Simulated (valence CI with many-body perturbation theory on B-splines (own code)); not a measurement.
# Tm55+: E2, M1 decay

Method: configuration interaction combined with many-body perturbation theory (CI+MBPT): four valence electrons over a frozen Dirac-Fock core [Ne], radial functions for each j: 11 s, 11 p, 9 d, 7 f, 5 g, 2 h, 1 i, with the one-electron correlation potential Σ1, the two-electron term Σ2, the three-electron term Σ3, Breit, model QED; selected CI, second order for the rest (own B-spline code, finite nucleus).

No measured spectrum was set against this ion. As an estimate, large intervals hold to a few tenths of a per cent, small ones and those within an open d or f shell to about a per cent.

Lines 1 to 8 of 8 in falling wavelength, among levels below 996.57 eV, chosen from the decays that carry over 1 % of a level's rate. Wavelengths and rates use the calculated energies. Electric multipoles are in the length gauge, E1 and E2 with the static RPA response of the core. S is in atomic units (e²a₀⁴ for E2 and M2, e²a₀⁶ for E3), for M1 in squared Bohr magnetons. Weak lines are less certain than strong ones. Lines between different terms over intervals too small for the method are left out, as are lines whose strength nearly cancels.

Levels are named by their leading jj configuration (3d3/2^4 stands for four electrons in 3d with j = 3/2), which in mixed levels can hold well under half, so a name can repeat and another be missing. Letters in brackets count levels of one name in rising energy.

| λ vac (Å) | Upper | Lower | Type | A (s⁻¹) | S (a.u.) |
| --- | --- | --- | --- | --- | --- |
| 57.79 | (3s 3p1/2 3p3/2 3d5/2) J=4 [a] | (3s 3p1/2^2 3d5/2) J=3 | M1 | 7.17e+07 | 4.62e+00 |
| 51.47 | (3s^2 3p3/2 3d5/2) J=4 | (3s^2 3p1/2 3d5/2) J=3 | M1 | 7.62e+07 | 3.47e+00 |
| 50.19 | (3s^2 3p1/2 3p3/2) J=1 | (3s^2 3p1/2^2) J=0 | M1 | 9.69e+07 | 1.36e+00 |
| 48.92 | (3s^2 3p3/2^2) J=2 | (3s^2 3p1/2 3p3/2) J=2 | M1 | 7.77e+07 | 1.69e+00 |
| 48.50 | (3s^2 3p1/2 3p3/2) J=2 | (3s^2 3p1/2^2) J=0 | E2 | 1.21e+06 | 1.45e-03 |
| 47.31 | (3s^2 3p3/2^2) J=2 | (3s^2 3p1/2 3p3/2) J=1 | M1 | 7.98e+07 | 1.57e+00 |
| 45.55 | (3s^2 3p3/2^2) J=0 | (3s^2 3p1/2 3p3/2) J=2 | E2 | 4.24e+06 | 7.42e-04 |
| 44.15 | (3s^2 3p3/2^2) J=0 | (3s^2 3p1/2 3p3/2) J=1 | M1 | 1.86e+08 | 5.95e-01 |
